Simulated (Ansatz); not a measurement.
Relaxation of ClF4H2OTa (9 atoms, charge 0, multiplicity 1), to a largest force component of 0.03 eV/Å in at most 50 steps.

The calculation used RKS PBE/def2-SVP in Ansatz.

```xyz
9
Properties=species:S:1:pos:R:3
Ta -0.149 -0.240 -0.037
F 1.749 -0.423 -0.214
F 0.189 0.309 1.742
Cl -0.335 -0.636 -2.349
F -1.399 1.145 -0.170
F -0.974 -1.825 0.472
O 1.629 2.213 -1.073
H 1.467 2.171 -2.036
H 2.303 1.498 -0.935
```

Where does it end, and by what steps?

The forces met the threshold. After 13 steps the energy has fallen by 0.640 eV; H8 moved furthest, 0.86 Å. Joined: Ta1–O7 (3.20 → 2.30 Å).

```tsv
step	energy less start (eV)	largest force component (eV/Å)	accepted
0	0.0000	0.834	yes
1	-0.1113	1.037	yes
2	-0.2942	1.402	yes
3	-0.5149	0.952	yes
4	-0.5761	0.630	yes
5	-0.6114	0.319	yes
6	-0.6272	0.257	yes
7	-0.6315	0.104	yes
8	-0.6151	0.612	no
9	-0.6382	0.063	yes
10	-0.6389	0.071	yes
11	-0.6318	0.587	no
12	-0.6401	0.064	yes
13	-0.6404	0.004	yes
```

```xyz
9
Properties=species:S:1:pos:R:3
Ta 0.063 -0.107 -0.154
F 1.844 -0.767 -0.123
F 0.338 0.572 1.595
Cl -0.092 -0.701 -2.446
F -1.184 1.293 -0.451
F -0.976 -1.542 0.437
O 1.349 1.669 -0.834
H 0.918 2.340 -1.398
H 2.218 1.455 -1.226
```

Whether the end is a true minimum wasn't checked by a vibrational analysis.

Run time: 27 s on 4 threads of Arm Neoverse V2, with other jobs on the host, peak memory 0.2 GiB.
